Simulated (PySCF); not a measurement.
Gas-phase reaction: 6 ZnCH₃ = Zn + 5 ZnH₂ + 2 C₃H₄ (cyclic)

Energies from PySCF, thermal terms from the rigid-rotor harmonic-oscillator model, ideal gas at 1 bar. † marks an energy on the PBE0/def2-TZVP geometry and frequencies; other levels use their own. Open shells (unrestricted): ZnCH₃ (multiplicity 2); the rest are closed-shell singlets. Zn: all electrons, no relativistic terms. ZnCH₃, ZnH₂: computed as isolated molecules; such fragments, hydroxides, amides, oligomers or adducts are transient or little studied in the gas. The harmonic model lacks anharmonicity and excited electronic states, which grow with temperature; levels with a mode under 35 cm⁻¹ are left out.

| level | ΔE electronic, kJ | ΔH°(298 K), kJ | ΔS°(298 K), J/K | ΔG°(800 K), kJ |
|---|---|---|---|---|
| HF/def2-TZVP† | 448 | 365 | 124 | 261 |
| M06-2X/def2-TZVP† | 357 | 274 | 124 | 170 |
| PBE/def2-TZVP† | 290 | 207 | 124 | 103 |
| PBE0/def2-TZVP | 319 | 236 | 124 | 132 |
| r2SCAN/def2-TZVP† | 321 | 238 | 124 | 134 |
| ωB97M-V/def2-TZVP† | 230 | 147 | 124 | 43 |
ΔH° is lowest at ωB97M-V/def2-TZVP† and highest at HF/def2-TZVP†. No reference value is set beside these.
